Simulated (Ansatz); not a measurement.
A structure relaxed at r2SCAN-D4/def2-SVPD in Ansatz, charge -1, doublet:

```xyz
4

Pd   -0.6590    0.8448    0.6589
Pd    0.6574   -0.8440   -0.6593
Ag    0.3771    1.7496   -1.5476
Ag   -0.3755   -1.7504    1.5480
```

Question: Give its formula and point group.

Answer: the cluster Ag2Pd2⁻ (the lowest doublet isomer of a short search). Point group C2h (tolerance 0.1 Å).

Question: Summarise the bond lengths by kind (pairs closer than 1.2 times the sum of covalent radii, bridged metal pairs left out).

Answer: 4 × Ag–Pd 2.60 to 2.76 Å; 1 × Pd–Pd 2.51 Å.

In the def2 sets Ag, Pd take a core potential; there is no spin–orbit coupling. The highest occupied level of the charge -1 doublet lies above zero (up to 0.01 eV). By energy differences its removal costs 1.92 eV (vertical, to the charge 0 triplet, at PBE0-D4/def2-TZVPD). The relaxation made no stability test and no search for a lower SCF solution. The structure comes from a short search, and lower isomers may exist.
